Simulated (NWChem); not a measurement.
MgHSeI; SMILES [Mg]([I])[SeH]

```xyz
4

Mg    -0.0777     0.5974     0.0002
I     -0.2711    -1.9531    -0.0003
Se     0.1362     3.0103     0.0008
H     -1.3323     3.1343    -0.0075
```
Atoms are numbered in this order, from 1.

Structure relaxed at the PBE0/def2-SVP level. No frequency run checked for a minimum. def2 effective core potentials on I; no spin-orbit coupling.

Q: List the 4 lowest vertical singlet excitations from B3LYP/def2-SVPD with def2 effective core potentials on I, TDA (NWChem).

A: 
```csv
state,energy (eV),oscillator strength,leading excitation (squared amplitude)
S1,3.90,0.024,HOMO → LUMO (0.99)
S2,4.54,0.030,HOMO−1 → LUMO (0.99)
S3,4.55,0.042,HOMO−2 → LUMO (0.99)
S4,4.77,0.000,HOMO → LUMO+1 (0.99)
```
